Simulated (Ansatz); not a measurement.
Ansatz (an electronic-structure program) input for H₇NSi₂, SMILES [SiH3]N[SiH3] (connectivity only; charge and spin as stated), charge +1, multiplicity 2, B3LYP-D3(BJ)/def2-SVP. 

Ansatz 0.2 input:
```yaml
crystal:
  periodic: [false, false, false]
  atoms:
    - {symbol: Si, position_ang: [1.58035566, -0.20589668, 0.32977130]}
    - {symbol: N, position_ang: [-0.03266969, -0.41554201, -0.33501038]}
    - {symbol: Si, position_ang: [-1.56286152, 0.42860289, -0.15020504]}
    - {symbol: H, position_ang: [2.43142145, -0.13355364, -0.87341086]}
    - {symbol: H, position_ang: [1.52873391, 0.96321609, 1.19004500]}
    - {symbol: H, position_ang: [1.84095171, -1.50694317, 0.97828169]}
    - {symbol: H, position_ang: [-0.09399238, -1.20108361, -0.97274873]}
    - {symbol: H, position_ang: [-2.49185188, -0.64559141, 0.25018485]}
    - {symbol: H, position_ang: [-1.89832269, 0.80856378, -1.53714019]}
    - {symbol: H, position_ang: [-1.33317022, 1.50629912, 0.79593340]}
basis:
  gaussian:
    orbitals: def2-SVP
hamiltonian:
  xc: b3lyp
  dispersion: d3bj
total_charge: 1
magnetization: {spin_polarized: true, initial_magnetization: 1}
relax: {f_tol: 0.002, max_steps: 200}
```

It prints:

```
WARN ansatz: RAYON_NUM_THREADS=1 ignored (pool sized by the plan → 1); use --threads N
Functional definition: B3LYP
integrals: 0.03 GiB planned
886 factors; integrals over basis functions are off by at most 5.0e-4 eV
mean field: 0.44 GiB planned
mean field evaluation 1: about -17332.7023 eV, gradient 5.4e1 eV
mean field evaluation 2: about -17296.9264 eV, gradient 9.1e1 eV
mean field evaluation 4: about -17345.9640 eV, gradient 4.3e0 eV
mean field evaluation 8: about -17346.0828 eV, gradient 3.7e-1 eV
mean field evaluation 16: about -17346.0837 eV, gradient 6.4e-5 eV
mean field -17346.08365584 eV, -637.4568167544 hartree, gradient 6.4e-5 eV, S^2 0.756324; 0 other end points of the search recorded, 0 dependent functions left out
the calculation of the forces begins
reference -17346.08390372 eV, -637.4568258639 hartree; 21, 20 occupied and 64, 65 virtual orbitals, 886 factors
relax step   1: F+E_penalty+E_count = -17346.44103019 eV  Δ(F+E_penalty+E_count) = +0.000e0 eV  max|allowed force component| = 1.017e0 eV/Å  Δτ_max = 0.0000 Å  (27 SCF iters, accepted)
these checks for a lower state are left out or cut short: starts, cluster_reference, orbital_swaps, neighbouring_geometries, increment
integrals: 0.03 GiB planned
886 factors; integrals over basis functions are off by at most 5.1e-4 eV
mean field: 0.44 GiB planned
mean field -17346.18853667 eV, -637.4606710539 hartree, gradient 2.2e-5 eV, S^2 0.756165; 0 other end points of the search recorded, 0 dependent functions left out
the calculation of the forces begins
reference -17346.18878650 eV, -637.4606802347 hartree; 21, 20 occupied and 64, 65 virtual orbitals, 886 factors
relax step   2: F+E_penalty+E_count = -17346.54127409 eV  Δ(F+E_penalty+E_count) = -1.002e-1 eV  max|allowed force component| = 7.868e-1 eV/Å  Δτ_max = 0.0458 Å  (28 SCF iters, accepted)
these checks for a lower state are left out or cut short: starts, cluster_reference, orbital_swaps, neighbouring_geometries, increment
integrals: 0.03 GiB planned
886 factors; integrals over basis functions are off by at most 5.3e-4 eV
mean field: 0.44 GiB planned
mean field -17346.22848046 eV, -637.4621389609 hartree, gradient 1.3e-5 eV, S^2 0.755544; 0 other end points of the search recorded, 0 dependent functions left out
the calculation of the forces begins
reference -17346.22873156 eV, -637.4621481887 hartree; 21, 20 occupied and 64, 65 virtual orbitals, 886 factors
relax step   3: F+E_penalty+E_count = -17346.57694914 eV  Δ(F+E_penalty+E_count) = -3.568e-2 eV  max|allowed force component| = 2.996e-1 eV/Å  Δτ_max = 0.0437 Å  (29 SCF iters, accepted)
these checks for a lower state are left out or cut short: starts, cluster_reference, orbital_swaps, neighbouring_geometries, increment
integrals: 0.03 GiB planned
886 factors; integrals over basis functions are off by at most 5.1e-4 eV
mean field: 0.44 GiB planned
mean field evaluation 32: about -17346.2359 eV, gradient 8.6e-1 eV
mean field -17346.23930558 eV, -637.4625367767 hartree, gradient 2.3e-5 eV, S^2 0.755580; 0 other end points of the search recorded, 0 dependent functions left out
the calculation of the forces begins
reference -17346.23955663 eV, -637.4625460027 hartree; 21, 20 occupied and 64, 65 virtual orbitals, 886 factors
relax step   4: F+E_penalty+E_count = -17346.58726921 eV  Δ(F+E_penalty+E_count) = -1.032e-2 eV  max|allowed force component| = 3.654e-2 eV/Å  Δτ_max = 0.0301 Å  (25 SCF iters, accepted)
these checks for a lower state are left out or cut short: starts, cluster_reference, orbital_swaps, neighbouring_geometries, increment
integrals: 0.03 GiB planned
886 factors; integrals over basis functions are off by at most 5.1e-4 eV
mean field: 0.44 GiB planned
mean field -17346.23937291 eV, -637.4625392511 hartree, gradient 2.2e-5 eV, S^2 0.755567; 0 other end points of the search recorded, 0 dependent functions left out
the calculation of the forces begins
reference -17346.23962373 eV, -637.4625484684 hartree; 21, 20 occupied and 64, 65 virtual orbitals, 886 factors
relax step   5: F+E_penalty+E_count = -17346.58792063 eV  Δ(F+E_penalty+E_count) = -6.514e-4 eV  max|allowed force component| = 2.871e-2 eV/Å  Δτ_max = 0.0102 Å  (23 SCF iters, accepted)
these checks for a lower state are left out or cut short: starts, cluster_reference, orbital_swaps, neighbouring_geometries, increment
integrals: 0.03 GiB planned
886 factors; integrals over basis functions are off by at most 5.0e-4 eV
mean field: 0.44 GiB planned
mean field -17346.23908971 eV, -637.4625288436 hartree, gradient 9.4e-6 eV, S^2 0.755563; 0 other end points of the search recorded, 0 dependent functions left out
the calculation of the forces begins
reference -17346.23934018 eV, -637.4625380485 hartree; 21, 20 occupied and 64, 65 virtual orbitals, 886 factors
relax step   6: F+E_penalty+E_count = -17346.58836820 eV  Δ(F+E_penalty+E_count) = -4.476e-4 eV  max|allowed force component| = 9.838e-3 eV/Å  Δτ_max = 0.0186 Å  (24 SCF iters, accepted)
these checks for a lower state are left out or cut short: starts, cluster_reference, orbital_swaps, neighbouring_geometries, increment
integrals: 0.03 GiB planned
886 factors; integrals over basis functions are off by at most 5.0e-4 eV
mean field: 0.44 GiB planned
mean field -17346.23897087 eV, -637.4625244763 hartree, gradient 1.8e-5 eV, S^2 0.755573; 0 other end points of the search recorded, 0 dependent functions left out
the calculation of the forces begins
reference -17346.23922125 eV, -637.4625336776 hartree; 21, 20 occupied and 64, 65 virtual orbitals, 886 factors
relax step   7: F+E_penalty+E_count = -17346.58843548 eV  Δ(F+E_penalty+E_count) = -6.729e-5 eV  max|allowed force component| = 3.320e-3 eV/Å  Δτ_max = 0.0071 Å  (23 SCF iters, accepted)
these checks for a lower state are left out or cut short: starts, cluster_reference, orbital_swaps, neighbouring_geometries, increment
integrals: 0.03 GiB planned
886 factors; integrals over basis functions are off by at most 5.0e-4 eV
mean field: 0.44 GiB planned
mean field -17346.23895450 eV, -637.4625238749 hartree, gradient 1.5e-5 eV, S^2 0.755572; 0 other end points of the search recorded, 0 dependent functions left out
the calculation of the forces begins
reference -17346.23920486 eV, -637.4625330753 hartree; 21, 20 occupied and 64, 65 virtual orbitals, 886 factors
relax step   8: F+E_penalty+E_count = -17346.58843890 eV  Δ(F+E_penalty+E_count) = -3.417e-6 eV  max|allowed force component| = 3.406e-4 eV/Å  Δτ_max = 0.0013 Å  (21 SCF iters, accepted)
integrals: 0.03 GiB planned
886 factors; integrals over basis functions are off by at most 5.0e-4 eV
mean field: 0.44 GiB planned
mean field evaluation 64: about -17346.1033 eV, gradient 4.4e0 eV
mean field -17346.23895450 eV, -637.4625238749 hartree, gradient 1.5e-5 eV, S^2 0.755572; 1 other end points of the search recorded, 0 dependent functions left out
the calculation of the forces begins
reference -17346.23920486 eV, -637.4625330753 hartree; 21, 20 occupied and 64, 65 virtual orbitals, 886 factors
Total energy: -17346.58868926 eV, -637.4753763901 hartree
Atom 0 at     1.632228    -0.223958     0.332486 Å, force     0.000211     0.000279     0.000031 eV/Å
Atom 1 at    -0.037728    -0.481049    -0.388605 Å, force     0.000013     0.000313     0.000294 eV/Å
Atom 2 at    -1.615712     0.432532    -0.164628 Å, force    -0.000181     0.000121     0.000236 eV/Å
Atom 3 at     2.495358    -0.077236    -0.869292 Å, force     0.000033    -0.000079    -0.000001 eV/Å
Atom 4 at     1.516149     0.971450     1.188797 Å, force    -0.000155    -0.000104    -0.000189 eV/Å
Atom 5 at     1.876206    -1.504997     1.049038 Å, force     0.000020    -0.000027     0.000050 eV/Å
Atom 6 at    -0.100880    -1.283192    -1.035334 Å, force    -0.000044    -0.000341    -0.000214 eV/Å
Atom 7 at    -2.548290    -0.624885     0.307775 Å, force    -0.000087     0.000005    -0.000115 eV/Å
Atom 8 at    -1.928550     0.883552    -1.547576 Å, force     0.000063     0.000066    -0.000046 eV/Å
Atom 9 at    -1.320186     1.505854     0.803039 Å, force     0.000128    -0.000232    -0.000046 eV/Å
Dipole moment:    -0.014404    -0.182922    -0.147423 e Å
```

The calculation finished and met its thresholds.
